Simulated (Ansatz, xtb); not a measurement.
**C6H6BF: which of two isomers lies lower**

Structure I: `C=CC1=CC=CB1F`, a singlet. Structure II: `C=CC1=CB(F)C=C1`, a singlet. Both are isolated molecules in the gas phase, relaxed with B3LYP/def2-SVP; the shapes shown needn't be the lowest conformers.

I (Å):

```xyz
14

C    -2.9256    1.0019   -1.2458
C    -1.9924    0.8246   -0.2898
C    -0.8228   -0.0246   -0.4107
C     0.1261   -0.2119    0.5436
C     1.2070   -1.1528    0.1024
C     1.0207   -1.6242   -1.1513
B    -0.3164   -0.9446   -1.6224
F    -0.9172   -1.0963   -2.7928
H    -3.7835    1.6593   -1.0834
H    -2.8591    0.4973   -2.2133
H    -2.1101    1.3572    0.6635
H     0.1328    0.2553    1.5339
H     2.0441   -1.4043    0.7624
H     1.6948   -2.3194   -1.6534
```

II (Å):

```xyz
14

C    -3.0709   -0.1385   -1.4212
C    -2.1329    0.5396   -0.7335
C    -0.7671    0.1016   -0.4944
C     0.1815    0.7874    0.1993
C     1.0749   -1.4104   -0.6634
C    -0.2120   -1.2224   -1.0084
B     1.4643   -0.1161    0.1607
F     2.6428    0.1472    0.7073
H    -2.8749   -1.1129   -1.8755
H    -4.0770    0.2679   -1.5518
H    -2.3941    1.5133   -0.3036
H     0.0003    1.7621    0.6561
H     1.6552   -2.2945   -0.9335
H    -0.8253   -1.9160   -1.5901
```

Quicker runs give these differences E(II) − E(I): GFN2-xTB −0.94 kJ/mol; HF/STO-3G −2.20 kJ/mol (at GFN2-xTB geometries); r2SCAN-D4/def2-SVP −4.16 kJ/mol (at GFN2-xTB geometries).

**Question.** Estimate E(II) − E(I) at the level CCSD(T)/def2-SVP.

**Answer.** Too close to call at this level: CCSD(T)/def2-SVP gives E(II) − E(I) = −4.57 kJ/mol.

The same difference at several levels:

```csv
level,geometry,E(II) − E(I) (kJ/mol),departure from the last row (kJ/mol),"job, with rough time for the two"
GFN2-xTB,GFN2-xTB,−0.94,+3.63,"optimisation, 0.59 s"
HF/STO-3G,GFN2-xTB,−2.20,+2.37,"single point, 1.9 s"
r2SCAN-D4/def2-SVP,GFN2-xTB,−4.16,+0.42,"single point, 14 s"
B3LYP/def2-SVP,B3LYP/def2-SVP,−3.21,+1.37,"optimisation, 2.7 min"
HF/def2-SVP,B3LYP/def2-SVP,−4.60,−0.03,part of the CCSD(T) run
MP2/def2-SVP,B3LYP/def2-SVP,−4.90,−0.32,part of the CCSD(T) run
CCSD(T)/def2-SVP,B3LYP/def2-SVP,−4.57,,"single point, 4.2 min"
```

As drawn, both hold the same kinds of bond in the same numbers.

GFN2-xTB finds them nearly level. The largest departure from CCSD(T)/def2-SVP is that of GFN2-xTB, 3.63 kJ/mol.

With thermal terms from frequencies at re-optimised GFN2-xTB minima (ideal gas, soft modes damped towards free rotors, one conformer each, 298.15 K, 1 atm): on the last row, ΔE + ΔZPE = −4.24, ΔH = −4.24, ΔG = −4.37 kJ/mol.

The correlated steps freeze 8 core orbitals. Programs: Ansatz 0.2.0, xtb 6.7.1; the last row on 2 threads of AMD EPYC (Zen 3) on a shared host.
